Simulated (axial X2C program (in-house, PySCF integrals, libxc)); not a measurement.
What spin–orbit coupling does to CsB

Computed with an in-house all-electron X2C program for linear molecules (integrals from PySCF). Spin-free means the one-electron spin-free X2C Hamiltonian; two-component (2c) means X2C with spin–orbit coupling and atomic mean-field two-electron Coulomb and Gaunt terms, so the difference of the two also holds small scalar two-electron terms. Basis: Cs dyall-cv3z [15s15p9d4f1g], B dyall-v3z [7s6p2d1f] (cores contracted in-house); Gaussian nuclei, density fitting, unrestricted open shells. Masses: Cs 132.905 u, B 11.009 u.

Spin-free state: M_S = 1, Λ = 1 (beyond evenly filled blocks: σα, π+α); fragments Cs + B.

```json
{"level": "PBE0", "Re (Å)": "3.061", "ωe (cm⁻¹)": "241.7", "De (eV)": "1.043", "μ (D)": "-8.59"}
{"level": "HF", "Re (Å)": "3.187", "ωe (cm⁻¹)": "240.7", "De (eV)": "0.373", "μ (D)": "-11.29"}
{"level": "CCSD", "Re (Å)": "3.104", "ωe (cm⁻¹)": "243.2", "De (eV)": "0.703", "μ (D)": "n/a"}
{"level": "CCSD(T)", "Re (Å)": "3.096", "ωe (cm⁻¹)": "242.6", "De (eV)": "0.756", "μ (D)": "n/a"}
{"level": "LDA", "Re (Å)": "3.007", "ωe (cm⁻¹)": "244.9", "De (eV)": "1.367", "μ (D)": "-6.97"}
{"level": "B97-3", "Re (Å)": "3.075", "ωe (cm⁻¹)": "241.1", "De (eV)": "1.017", "μ (D)": "-9.25"}
{"level": "TPSS", "Re (Å)": "3.079", "ωe (cm⁻¹)": "239.1", "De (eV)": "1.050", "μ (D)": "-8.08"}
```

Correlated methods: 12 electrons correlated (number of frozen shells: Cs 4 s, 3 p, 2 d; B 1 s), 274 virtual spin orbitals or spinors in MP2, 129 natural virtuals in coupled cluster.

Dipoles are positive if B is the positive end.

Two-component determinant lowest at the distance of the search:

Ω = 2 (⟨Sz⟩ = 1.00, ⟨Lz⟩ = 1.00 at HF); fragments Cs + B.

```
  level  Re (Å)  ωe (cm⁻¹)  De (eV)   μ (D)
   PBE0   3.062      241.5    1.040   -8.58
     HF   3.188      240.5    0.371  -11.28
   CCSD   3.105      242.9    0.699     n/a
CCSD(T)   3.097      242.3    0.752     n/a
    LDA   3.008      244.7    1.363   -6.96
  B97-3   3.076      240.9    1.013   -9.23
   TPSS   3.080      239.0    1.047   -8.07
```

Question: From the two tables, how do the constants change at the CCSD(T) level (2c against spin-free)?

Answer: At the CCSD(T) level Re increases by 0.001 Å and ωe decreases by 0.3 cm⁻¹; De changes by -0.004 eV.

Dissociation energies refer to the lowest single-determinant-based atoms at the same level and basis. Density functionals use the spin component along the axis (collinear). CCSD and (T) use frozen natural virtuals with an MP2 correction for the truncation; (T) itself is uncorrected, so its De runs slightly low. The 2c atoms are single determinants rather than J levels; their spin–orbit lowering is only partly caught, and De is too large by that part. This holds for PBE0, LDA, B97-3, TPSS. Without a current term, density functionals place determinants with orbital angular momentum somewhat too high. The state is one determinant with fixed occupations, lowest in a PBE0 search at one distance only: followed along the bond, the 2c determinant Ω = 1 reaches 0.07 eV lower at PBE0, so the state shown is not the lowest. With several unpaired electrons one determinant need not be a pure state. A state of lower Ω lies just above, and one determinant can place such states too high, so the state shown need not be the lowest. The search has Ω = 1 only 0.07 eV up. Open-shell Ω = 0 determinants with evenly filled partner blocks cannot be reached by this program, so the Ω shown need not be the lowest component. At some level and bond length an empty orbital lies below a filled one. The stretched end of a curve changes character and is left out.
